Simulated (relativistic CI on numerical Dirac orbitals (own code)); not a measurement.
Au⁵⁺: resonant inelastic scattering at the L2,3 edge

Computed with this model: Dirac-Coulomb-Breit CI, orbitals from a KLI potential per configuration, model QED (radiative potential, 1s self-energy scaled to tabulated hydrogen-like ionisation energies), valence Slater integrals scaled by 0.7, Kramers-Heisenberg scattering through one core-hole configuration in a parametric crystal field; configurations [Xe] 4f14 5d6 → [He] 2s2 2p5 3s2 3p6 3d10 4s2 4p6 4d10 4f14 5s2 5p6 5d7; 300 K; core-hole width 7.5 eV; summed over polarisations. Incident energies are the highest absorption maxima for each field (at most a few, so the weaker spin-orbit partner edge can be absent), on the computed scale of the free ion. Intensities are in per cent of the strongest line above 0.02 eV; levels within 1 cm⁻¹ are merged; final levels count from the ground level, the first row holds all elastic scattering, lines under 0.4 are left out and each table stops after 24 rows. The scale of the Slater integrals is a model choice and moves the terms in proportion.

Field parameters in Wybourne normalisation: D4h B²₀ = −7Ds, B⁴₀ = 21(Dq − Dt), B⁴₄ = 21√(5/14) Dq. The field is a parameter set, without covalency.

S is read from ⟨S²⟩ = S(S + 1).

D4h, 10Dq = 43050, Ds = -1500, Dt = 390 cm⁻¹:

```csv
Final level (eV),Degeneracy,Irrep,S,11922.1 eV
0.000,1,A1,0.24,742.0
3.373,1,A1,1.07,3.5
3.459,1,A2,1.03,44.3
3.670,2,E,0.99,54.2
3.700,1,B1,1.05,4.1
3.808,1,B2,1.03,7.6
3.943,2,E,0.92,100.0
4.878,1,B1,1.00,3.1
4.899,1,B2,1.06,21.5
4.905,2,E,1.05,42.5
4.914,1,A1,1.08,34.8
4.928,1,A2,1.03,33.8
5.124,1,A1,0.99,6.2
5.264,2,E,0.64,61.2
5.653,1,A2,0.40,41.7
5.894,2,E,0.98,51.5
5.997,1,B1,1.02,1.4
6.151,2,E,0.50,26.4
6.514,1,B2,1.88,0.6
7.113,1,B2,0.31,24.4
```

D4h, 10Dq = 43050, Ds = -860, Dt = 390 cm⁻¹:

| Final level (eV) | Degeneracy | Irrep | S | 11922.1 eV |
| --- | --- | --- | --- | --- |
| 0.000 | 1 | A1 | 0.24 | 587.1 |
| 3.531 | 1 | A1 | 1.08 | 2.6 |
| 3.607 | 1 | B1 | 1.05 | 3.0 |
| 3.647 | 1 | A2 | 1.02 | 35.4 |
| 3.745 | 1 | B2 | 1.02 | 7.7 |
| 3.785 | 2 | E | 1.02 | 18.7 |
| 3.865 | 2 | E | 0.90 | 100.0 |
| 4.863 | 1 | A2 | 1.03 | 27.6 |
| 4.878 | 1 | A1 | 1.07 | 26.2 |
| 4.953 | 2 | E | 1.02 | 51.4 |
| 5.070 | 1 | B1 | 1.00 | 3.0 |
| 5.100 | 1 | B2 | 1.07 | 15.3 |
| 5.148 | 1 | A1 | 1.01 | 6.5 |
| 5.313 | 2 | E | 0.76 | 39.7 |
| 5.677 | 1 | A2 | 0.43 | 31.2 |
| 5.702 | 2 | E | 0.97 | 22.4 |
| 5.757 | 1 | B1 | 1.01 | 0.9 |
| 6.224 | 2 | E | 0.34 | 34.4 |
| 6.594 | 1 | B2 | 1.84 | 1.4 |
| 6.837 | 1 | B2 | 0.37 | 18.4 |

For the first field the strongest loss at the lowest incident energy is the level at 3.94 eV (S = 0.92, against 0.24 in the thermal ground state). Levels of other spin, the first over 8 % at 3.46 eV, appear because spin-orbit coupling of the core hole, and in heavier ions of the valence shell too, mixes spins.
